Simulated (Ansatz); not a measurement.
Ansatz (a quantum-chemistry and plane-wave program) input (PBE0/STO-3G):

Ansatz 0.2 input:
```yaml
crystal:
  periodic: [false, false, false]
  atoms:
    - {symbol: F, position_ang: [-1.36357580, 0.85510713, -0.91813833]}
    - {symbol: C, position_ang: [-0.85668976, -0.02225283, -0.02148783]}
    - {symbol: F, position_ang: [-1.40133981, 0.28436771, 1.17851895]}
    - {symbol: F, position_ang: [-1.32293401, -1.24565825, -0.36291365]}
    - {symbol: Ge, position_ang: [1.15959233, 0.03012084, 0.02908535]}
    - {symbol: H, position_ang: [1.60906276, -0.99721213, 1.07167858]}
    - {symbol: H, position_ang: [1.56164456, 1.45382360, 0.42387871]}
    - {symbol: H, position_ang: [1.65312333, -0.33131068, -1.37456410]}
basis:
  gaussian:
    orbitals: STO-3G
hamiltonian:
  xc: {name: PBE0}
```

Output:

```
Functional definition: PBE0
integrals: 0.01 GiB planned
522 factors; integrals over basis functions are off by at most 3.3e-5 eV
0.09 GiB of the device are held for the grids
0.19 GiB of device memory are held for the factors and their scratch space
mean field: 0.10 GiB planned
mean field evaluation 1: about -64955.3131 eV, gradient 3.2e1 eV
mean field evaluation 2: about -64955.5810 eV, gradient 3.3e1 eV
mean field evaluation 4: about -64958.4704 eV, gradient 4.4e-1 eV
mean field evaluation 8: about -64958.4884 eV, gradient 2.1e-3 eV
mean field -64958.48835091 eV, -2387.1804164512 hartree, gradient 2.2e-5 eV, S^2 0.000000; 0 other end points of the search recorded, 0 dependent functions left out
reference -64958.48836220 eV, -2387.1804168661 hartree; 34, 34 occupied and 7, 7 virtual orbitals, 522 factors
Total energy: -64958.48836220 eV, -2387.1804168661 hartree
```
